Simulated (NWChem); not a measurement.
System: CH3F2SV; SMILES [CH3][V]([F])([F])=[S]

Program: NWChem. Pople sets run with spherical d functions. Medium grid unless said otherwise, to which SCAN and Minnesota functionals are sensitive. Geometry: optimised at PBE0/def2-SVP. Not confirmed as a minimum by frequencies. Total energies of different functionals are on different scales.

```tsv
level	energy (Ha)	highest occupied level (eV)	orbital gap (eV)	dipole (D)
B3LYP/6-31G*	-1581.8572	-7.96	4.47	1.92
PBE/6-31G*	-1581.2225	-6.96	2.73	1.82
revPBE/6-31G*	-1581.6061	-6.91	2.74	1.83
TPSSh/6-31G*	-1581.8735	-7.58	3.73	1.92
BHandHLYP/6-31G*	-1581.6223	-9.32	7.08	2.23
B97-D/6-31G*	-1582.0008	-6.96	2.65	1.77
LC-wPBE (HJS exchange hole, range parameter 0.4 per bohr)/6-31G*	-1581.2821	-10.89	9.74	2.00
CAM-B3LYP/6-31G*	-1581.7781	-9.50	7.38	1.98
M06-2X/6-31G*	-1581.6022	-9.39	7.28	2.20
```
